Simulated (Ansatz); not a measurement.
One change: `B[SiH2]C(F)Cl` becomes `B[SiH2]CF`.

Ansatz, PBE0-D4/def2-TZVP geometries, multiplicity 1. Each molecule was computed in one conformer, which needn't be the lowest.

```json
{"property": "LUMO energy (B3LYP/def2-TZVPP) / eV", "`B[SiH2]C(F)Cl`": "-2.97"}
{"property": "HOMO energy (PBE0/def2-TZVPP) / eV", "`B[SiH2]C(F)Cl`": "-8.08"}
{"property": "HOMO energy (ωB97M-V/def2-TZVPP) / eV", "`B[SiH2]C(F)Cl`": "-10.29"}
{"property": "HOMO–LUMO gap (PBE/def2-TZVPP) / eV", "`B[SiH2]C(F)Cl`": "2.96"}
{"property": "size of the dipole moment (B3LYP/def2-TZVPP) / D", "`B[SiH2]C(F)Cl`": "2.08"}
{"property": "HOMO energy (PBE/def2-TZVPP) / eV", "`B[SiH2]C(F)Cl`": "-6.73"}
```

**Question.** Give the same properties after the change, and the shifts. (Estimate.)

**Answer.** Ansatz gave: 
```csv
property,`B[SiH2]CF`,shift
LUMO energy (B3LYP/def2-TZVPP) / eV,-2.83,0.14
HOMO energy (PBE0/def2-TZVPP) / eV,-8.31,-0.23
HOMO energy (ωB97M-V/def2-TZVPP) / eV,-10.54,-0.25
HOMO–LUMO gap (PBE/def2-TZVPP) / eV,3.27,0.31
size of the dipole moment (B3LYP/def2-TZVPP) / D,1.93,-0.15
HOMO energy (PBE/def2-TZVPP) / eV,-6.90,-0.17
```

With PBE0 the HOMO falls by 0.23 eV and the LUMO rises by 0.14 eV, so the gap widens by about 0.37 eV. PBE moves the HOMO by -0.17 eV and ωB97M-V by -0.25 eV. Dipoles are sizes alone; their direction can turn.

B3LYP here is the variant with VWN-RPA as its local correlation; programs differ in this.
